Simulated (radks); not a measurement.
Task: Valence configurations of Nb+ (all share [Kr]). Method: Dirac Kohn-Sham, PBE, spin-unpolarised, spherical densities, point nucleus; open shells fill j = l - 1/2 first; computed with a radial shooting solver on a logarithmic mesh with Libxc functionals. Order these by energy: 4d2 5p2; 4d4; 4d3 5s1; 4d3 5p1; 4d1 5s1 5p2; 4d2 5s2; 4d2.5 5s1 5p0.5; 5s1 5p3; 4d1.5 5s2 5p0.5; 4d3.5 5p0.5.

Result: From the lowest, in eV above it: 4d4 0.000; 4d3 5s1 0.444; 4d3.5 5p0.5 1.949; 4d2 5s2 2.022; 4d2.5 5s1 5p0.5 3.099; 4d3 5p1 4.336; 4d1.5 5s2 5p0.5 5.490; 4d2 5p2 10.553; 4d1 5s1 5p2 14.163; 5s1 5p3 24.659. NIST lists [Kr] 4d4 as the ground configuration; this level of theory agrees among the configurations tried. The energies are those of spherical spin-averaged densities, not of single terms.
